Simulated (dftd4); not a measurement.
dysprosium atom (Dy), quintet; D4 for wb97x (dftd4).

Input for dftd4:
```
$ dftd4 mol.xyz --func wb97x --charge 0 --json dftd4.json --noedisp --property

# file mol.xyz
1

Dy     0.00000000     0.00000000     0.00000000
```

It wrote (shortened):

```
                    ____  _____ _____     ____  _  _
      -------------|  _ \|  ___|_   _|---|  _ \| || |------------
     |             | | | | |_    | | ___ | | | | || |_           |
     |             | |_| |  _|   | ||___|| |_| |__   _|          |
     |             |____/|_|     |_|     |____/   |_|            |
     |             ===================================           |
     |            E. Caldeweyher, S. Ehlert & S. Grimme          |
     |          Mulliken Center for Theoretical Chemistry        |
     |                    University of Bonn                     |
      -----------------------------------------------------------

Rational (Becke-Johnson) damping: wb97x-D4-ATM
---------------------
  s6         1.0000
  s8         0.5093
  s9         1.0000
  a1         0.0662
  a2         5.4487
 alp        16.0000
--------------------

Atomic data, radii in Ångström:
------------------------------------------------------
   Z          R(cov)      r4/r2   hardness         EN
------------------------------------------------------
  66 Dy       2.0000     4.4580     0.2419     1.2200
------------------------------------------------------

Atomic reference systems (in atomic units):
----------------------------------------------------------------------------
   Z        #      CN     q+Z       C6(AA)   #      CN     q+Z       C6(AA)
----------------------------------------------------------------------------
  66 Dy     1  0.0000 38.0000    2901.0894   2  2.4454 38.7952     275.6518
----------------------------------------------------------------------------

Atomic properties (in atomic units):
----------------------------------------------------------------------------
     #    Z              CN          q      C6(AA)        C8(AA)   alpha(0)
----------------------------------------------------------------------------
     1   66 Dy       0.0000     0.0000   2901.0894   617674.2531   232.4657
----------------------------------------------------------------------------

Molecular properties (in atomic units):
----------------------------------------
 molecular C6                2901.0894
 molecular C8              617674.2531
----------------------------------------

Dispersion energy:       0.0000000000000E+00 Eh

[Info] JSON dump of results written to 'dftd4.json'
```
